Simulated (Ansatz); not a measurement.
System: bromo(diethyl)borane, C4H10BBr, charge 0, multiplicity 1. SMILES: CCB(Br)CC
Geometry from a B3LYP-D3(BJ)/def2-TZVP (Ansatz, an electronic-structure program) optimisation:
```
B
C 1 1.5588
H 2 1.0998 1 106.04
H 2 1.1009 3 103.02 1 -110.11
C 2 1.5269 3 110.57 4 -117.84
H 5 1.0906 2 111.18 3 176.58
H 5 1.0910 6 107.08 2 -121.59
H 5 1.0914 6 107.98 7 -116.00
C 1 1.5640 2 123.01 3 -47.79
H 9 1.0943 1 109.99 2 -131.69
H 9 1.0946 10 107.07 1 -119.42
C 9 1.5433 10 108.60 11 -117.75
H 12 1.0903 9 111.00 10 -60.49
H 12 1.0909 13 108.13 9 -121.78
H 12 1.0923 13 107.75 14 -116.05
Br 1 1.9497 2 119.90 3 130.88
```
Charge 0, spin multiplicity 1.

Quantity: vertical ionisation energy (to the doublet state of charge +1; each state is the SCF solution reached for its spin), in eV. Cores are frozen in the correlated levels unless marked. Open shells are spin-unrestricted. No spin-orbit coupling. Frozen are the shells of the preceding noble gas and the d and f shells that filled before the atom's block. No relativistic terms. 

```json
[
 {"level": "HF/aug-cc-pVDZ", "program": "Ansatz", "vertical ionisation energy (eV)": "9.35"},
 {"level": "HF/aug-cc-pVTZ", "program": "Ansatz", "vertical ionisation energy (eV)": "9.29"},
 {"level": "SVWN5/def2-TZVPD", "program": "Ansatz", "vertical ionisation energy (eV)": "9.55"},
 {"level": "r2SCAN/def2-TZVPD", "program": "Ansatz", "vertical ionisation energy (eV)": "9.58"},
 {"level": "B3LYP/def2-TZVPD", "program": "Ansatz", "vertical ionisation energy (eV)": "9.79"},
 {"level": "PBE0/def2-TZVPD", "program": "Ansatz", "vertical ionisation energy (eV)": "9.80"},
 {"level": "BHLYP/def2-TZVPD", "program": "Ansatz", "vertical ionisation energy (eV)": "10.02"},
 {"level": "CAM-B3LYP/def2-TZVPD", "program": "Ansatz", "vertical ionisation energy (eV)": "10.05"},
 {"level": "wB97M-V/def2-TZVPD", "program": "Ansatz", "vertical ionisation energy (eV)": "10.06"},
 {"level": "wB97X-V/def2-TZVPD", "program": "Ansatz", "vertical ionisation energy (eV)": "10.11"},
 {"level": "B2PLYP/def2-TZVPD", "program": "Ansatz", "vertical ionisation energy (eV)": "9.96"},
 {"level": "MP2/aug-cc-pVDZ", "program": "Ansatz", "vertical ionisation energy (eV)": "10.22"},
 {"level": "SCS-MP2/aug-cc-pVDZ", "program": "Ansatz", "vertical ionisation energy (eV)": "10.16"},
 {"level": "CCSD(T)/aug-cc-pVDZ", "program": "Ansatz", "vertical ionisation energy (eV)": "10.00"}
]
```
